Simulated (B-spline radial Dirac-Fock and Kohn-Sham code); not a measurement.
## Dipole and non-dipole photoemission parameters of Fe⁷⁺ 2p1/2

System: Fe⁷⁺, [Ar] 3d1; threshold 892.8 eV (orbital energy of the model). Method: Dirac-Hartree-Slater photoionisation with a Latter tail; cross sections with all multipoles, angular parameters from the dipole term and its interference with E2. Computed with a B-spline atomic structure program.

For linearly polarised light dσ/dΩ = σ/(4π) [1 + β P₂(cos θ) + (δ + γ cos²θ) sin θ cos φ], with θ from the polarisation vector and φ the angle between the beam and the projection of the electron momentum on the plane normal to the polarisation.

```
hν (eV)  σ (kb)      β       γ      δ
    944     251  1.215  -0.113  0.008
    975     232  1.277  -0.085  0.011
   1150     151  1.417   0.051  0.018
 1253.6     121  1.445   0.121  0.020
   1800    44.7  1.439   0.401  0.031
   1920    37.3  1.427   0.449  0.034
   2000    33.1  1.418   0.479  0.035
   2130    27.6  1.403   0.525  0.038
   2410    19.2  1.369   0.614  0.044
   2420    19.0  1.367   0.617  0.044
 2984.4    10.1  1.295   0.759  0.057
   4000    4.10  1.176   0.945  0.080
   4890    2.16  1.086   1.064  0.101
   5830    1.22  1.003   1.159  0.123
   5930    1.15  0.995   1.168  0.126
   9100       ?      ?       ?      ?
   9600   0.230  0.769   1.403  0.206
```

Problem. Give the values at 9100 eV.

Solution. σ = 0.276 kb, β = 0.793, γ = 1.379, δ = 0.196.
